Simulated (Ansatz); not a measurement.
Total energies of B₈N₈H₂₂, a nanocrystal cut from wurtzite BN (hydrogen-capped) from Ansatz at PBE0-D4/def2-TZVP, gas phase (1 Eh = 27.2114 eV = 2625.5 kJ/mol). The reference geometry is relaxed at PBE-D4/def2-SVP.

```xyz
38

B     1.9134   -2.2526   -0.2538
N     0.6630   -2.5220   -1.2310
N     1.4944   -0.9662    0.5811
B     1.3030    0.2870   -0.3597
B    -0.5299   -1.4834   -1.0494
N     0.0469   -0.0410   -1.3049
N     0.9092    1.5642    0.4809
B     0.7363    2.8374   -0.4553
B    -1.1080    1.0175   -1.1487
N    -0.4877    2.4567   -1.4289
B     0.2230   -1.2584    1.4444
N    -0.9882   -1.5085    0.4459
N    -0.1249    0.0608    2.2637
B    -0.3763    1.3334    1.3416
B    -2.1923   -0.4809    0.6522
N    -1.5570    0.9517    0.3482
H     2.9133   -2.0168   -0.9297
H     2.0559   -3.2195    0.4942
H     0.9679   -2.5162   -2.2129
H     0.2952   -3.4710   -1.0861
H     2.3015   -0.7973    1.1957
H     2.3176    0.4957   -1.0164
H    -1.4372   -1.7650   -1.8263
H     0.3595   -0.0076   -2.2828
H     1.6980    1.8127    1.0922
H     1.7502    3.0146   -1.1281
H     0.4263    3.8217    0.2154
H    -2.0333    0.8136   -1.9287
H    -0.1932    2.5105   -2.4125
H    -1.2366    3.1566   -1.3506
H     0.3885   -2.1957    2.2220
H    -1.3913   -2.4311    0.6466
H     0.5853    0.2536    2.9822
H    -1.0056   -0.1226    2.7723
H    -0.6520    2.3038    2.0438
H    -3.1085   -0.7237   -0.1277
H    -2.5994   -0.5284    1.8251
H    -2.3270    1.6165    0.4859
```

| state | geometry | energy (Eh) |
| --- | --- | --- |
| charge 0 singlet | reference | -650.12870 |
| charge 1 doublet | reference | -649.79850 |
| charge -1 doublet | reference | -650.09030 |
| free B atom (doublet) | – | -24.61828 |
| free N atom (quartet) | – | -54.54382 |
| free H atom (doublet) | – | -0.50104 |

Single mean-field runs in def2-TZVP are fitted with def2-universal-jkfit.

(1) Work out the vertical ionisation energy to the doublet.

(2) Work out the vertical electron affinity, to the doublet.

(3) Give the fundamental gap IE − EA, the Mulliken electronegativity (IE + EA)/2 and the hardness (IE − EA)/2.

(4) What is the binding energy per atom against free atoms?

(1) E(charge 1 doublet) − E(charge 0 singlet) = -649.79850 − (-650.12870) = 0.33020 Eh = 8.99 eV. For comparison, −ε of the highest occupied level is 7.39 eV at this level, 1.60 eV less.

(2) E(charge 0 singlet) − E(charge -1 doublet) = -650.12870 − (-650.09030) = -0.03840 Eh = -1.04 eV; negative, so the extra electron isn't bound. The basis lacks diffuse functions, which makes affinities too small.

(3) From the values in Eh: IE − EA = 0.33020 − (-0.03840) = 0.36860 Eh = 10.03 eV; (IE + EA)/2 = 3.97 eV; (IE − EA)/2 = 5.02 eV. The HOMO–LUMO gap of the same run is 7.46 eV, 2.57 eV smaller than the fundamental gap.

(4) Atoms: 8 × (-24.61828) + 8 × (-54.54382) + 22 × (-0.50104) = -644.31968 Eh. Binding: -644.31968 − (-650.12870) = 5.80902 Eh = 158.07 eV, or 4.16 eV for each of 38 atoms (no zero-point energy, no counterpoise term).

At PBE0-D4/def2-TZVP the highest occupied level of the charge -1 doublet lies above zero (up to 2.14 eV). By energy differences it is unbound by 1.04 eV (vertical, to the charge 0 singlet, at PBE0-D4/def2-TZVP) and held by the finite basis.
